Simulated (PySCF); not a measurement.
SMILES [SiH3]O[Si@@H]1CCN[SiH2]O1, C$_{2}$H$_{11}$NO$_{2}$Si$_{3}$

Geometry:
| atom | x (Å) | y (Å) | z (Å) |
| --- | --- | --- | --- |
| Si1 | 3.487 | 0.524 | -0.477 |
| O2 | 2.068 | -0.205 | -0.182 |
| Si3 | 0.660 | -0.198 | 0.606 |
| C4 | -0.504 | -1.473 | -0.167 |
| C5 | -1.943 | -1.165 | 0.241 |
| N6 | -2.384 | 0.126 | -0.264 |
| Si7 | -1.570 | 1.617 | -0.011 |
| O8 | -0.047 | 1.248 | 0.440 |
| H9 | 3.343 | 1.975 | -0.408 |
| H10 | 4.417 | 0.042 | 0.544 |
| H11 | 3.837 | 0.057 | -1.817 |
| H12 | 0.897 | -0.375 | 2.035 |
| H13 | -0.436 | -1.440 | -1.256 |
| H14 | -0.269 | -2.490 | 0.142 |
| H15 | -2.019 | -1.213 | 1.337 |
| H16 | -2.613 | -1.929 | -0.170 |
| H17 | -3.379 | 0.153 | -0.417 |
| H18 | -2.061 | 2.434 | 1.103 |
| H19 | -1.494 | 2.321 | -1.287 |

The calculation used GIAO B3LYP/pcSseg-1 magnetisability, rotational g tensor and spin-rotation constants, non-relativistic, gas phase (PySCF). Geometry: GFN2-xTB.

(1) Give the nuclear spin-rotation constants along the inertial axes (H = +C I·J) beside the isotropic shieldings.

(2) How do the rotational constants and the g tensor change when H9, H10, H11, H12, H13, H14, H15, H16, H17, H18, H19 are replaced by deuterium?

Answers

(1) Rotational constants 2.4910, 0.7025, 0.5910 GHz. A star marks the isotopologue with that one atom substituted, in its own axes.
| atom | isotope | Caa (kHz) | Cbb (kHz) | Ccc (kHz) | mean (kHz) | σ (ppm) |
| --- | --- | --- | --- | --- | --- | --- |
| N6 | 14N | 0.059 | 0.035 | 0.031 | 0.041 | 232.3 |
| H9 | 1H | -0.215 | 0.038 | -0.053 | -0.077 | 26.6 |
| H10 | 1H | -0.097 | -0.050 | -0.007 | -0.051 | 26.7 |
| H11 | 1H | -0.197 | -0.054 | 0.020 | -0.077 | 26.8 |
| H12 | 1H | -0.202 | -0.063 | 0.029 | -0.079 | 26.9 |
| H13 | 1H | -0.286 | -0.080 | 0.016 | -0.117 | 30.7 |
| H14 | 1H | -0.284 | 0.017 | -0.071 | -0.113 | 31.1 |
| H15 | 1H | -0.214 | -0.073 | 0.021 | -0.089 | 28.3 |
| H16 | 1H | -0.121 | -0.027 | -0.043 | -0.064 | 28.5 |
| H17 | 1H | 0.026 | -0.088 | -0.079 | -0.047 | 32.0 |
| H18 | 1H | -0.157 | -0.030 | -0.004 | -0.064 | 26.3 |
| H19 | 1H | -0.200 | -0.034 | 0.008 | -0.075 | 26.5 |
| Si1 | 29Si* | -1.342 | -0.425 | -0.361 | -0.709 | 386.3 |
| O2 | 17O* | -0.346 | -0.044 | -0.048 | -0.146 | 282.6 |
| Si3 | 29Si* | -1.510 | -0.422 | -0.353 | -0.762 | 375.9 |
| C4 | 13C* | 0.375 | 0.119 | 0.093 | 0.196 | 157.8 |
| C5 | 13C* | 0.510 | 0.112 | 0.112 | 0.245 | 139.9 |
| Si7 | 29Si* | -1.450 | -0.445 | -0.356 | -0.750 | 370.3 |
| O8 | 17O* | -0.307 | -0.063 | -0.069 | -0.146 | 263.4 |

For the geometry as given, no vibrational averaging.

(2) Constants 2.0472, 0.6238, 0.5255 GHz; g -0.0418, -0.0111, -0.0102, against -0.0508, -0.0125, -0.0115 before.
